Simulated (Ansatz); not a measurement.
System: C$_{2}$H$_{7}$BO$_{3}$ (charge 0, singlet). SMILES: COB(O)OC
Coordinates optimised at B3LYP-D3(BJ)/def2-TZVP (Ansatz, a quantum-chemistry and plane-wave program):
```xyz
13

C      2.1424     0.5673    -0.2405
O      0.7229     0.6135    -0.3370
B     -0.0444    -0.3657     0.2195
O      0.5424    -1.4139     0.8832
O     -1.4063    -0.3131     0.1220
C     -2.0446     0.7607    -0.5598
H      2.5315     1.4450    -0.7538
H      2.5379    -0.3337    -0.7130
H      2.4648     0.5847     0.8022
H     -0.1091    -2.0327     1.2268
H     -1.8084     1.7180    -0.0910
H     -3.1180     0.5873    -0.5064
H     -1.7353     0.7997    -1.6061
```

Property: atomisation energy (electronic, to ground-state atoms); the coupled-cluster value holds the core correlation from cc-pwCVTZ, in kJ/mol. Correlated levels leave the core frozen unless marked. UHF or UKS for open shells. Spin-orbit coupling is left out. Non-relativistic. CBS marks a two-point X^-3 extrapolation of the correlation energy; Hartree-Fock from the larger set.

Level to compare with: CCSD(T)/CBS(cc-pVTZ,cc-pVQZ) plus the core term (Ansatz), 5440.4 kJ/mol. It is a level with limits of its own, and the differences hold the functionals' basis error too.

Problem. Rank these functionals by how close they come to CCSD(T)/CBS(cc-pVTZ,cc-pVQZ), closest first: wB97X/def2-TZVPD (Ansatz); LC-wPBE/def2-TZVPD (Ansatz); r2SCAN/def2-TZVPD (Ansatz); BHLYP/def2-TZVPD (Ansatz).

Solution. r2SCAN/def2-TZVPD (meta-GGA, 5429.9 kJ/mol, difference -10.5), LC-wPBE/def2-TZVPD (range-separated hybrid, 5410.6 kJ/mol, difference -29.8), wB97X/def2-TZVPD (range-separated hybrid, 5396.4 kJ/mol, difference -44.0), BHLYP/def2-TZVPD (global hybrid, 5213.2 kJ/mol, difference -227.2)
